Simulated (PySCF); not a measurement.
A GIAO shielding run with PySCF (density fitting, non-relativistic, gas phase) on `InChI=1S/C7H11FSi/c1-3-4-6(2)9-5-7(9)8/h1,6-7,9H,4-5H2,2H3/t6-,7-,9+/m1/s1`:

```
$ OMP_NUM_THREADS=1 python probes_run.py task.json out

{"job": {"kind": "nmr", "xc": "wB97X-D", "basis": "pcSseg-1", "pop": false}, "charge": 0, "multiplicity": 1}
C      2.855081     1.055773     1.271559
C      2.219537     0.700304     0.303185
C      1.414830     0.252414    -0.827402
C      0.274981    -0.700575    -0.419186
C      0.785016    -2.036615     0.112472
Si    -0.924705     0.158066     0.762345
C     -2.698678     0.265507     0.176655
C     -1.899146     1.551223    -0.019452
F     -1.631817     1.877102    -1.328361
H      3.427563     1.379248     2.120948
H      0.984738     1.132188    -1.334936
H      2.071384    -0.248203    -1.562210
H     -0.330625    -0.877291    -1.325167
H     -0.042502    -2.721031     0.354696
H      1.425722    -2.537111    -0.632464
H      1.387099    -1.898613     1.024478
H     -0.626375     0.171329     2.216799
H     -3.553563     0.313117     0.860495
H     -2.934855    -0.262034    -0.756176
H     -2.247168     2.430223     0.538256
```

Hardware: 1 thread of an Arm Neoverse N1, shared host. The job also computes ring-centre shieldings.

(1) How large is the calculation?

(2) How long does it take, and how much memory does it need?

(3) And these other runs on the same molecule and hardware: GIAO shielding at PBE0/pcSseg-1?

Answers

(1) 76 electrons, 215 basis functions and 1133 auxiliary functions.

(2) 98 s of wall time, with 14 SCF cycles and 7 response iterations; peak memory 1.1 GiB. Times on a shared host scatter by some tens of per cent.

(3) PBE0/pcSseg-1: 215 functions, 80 s.
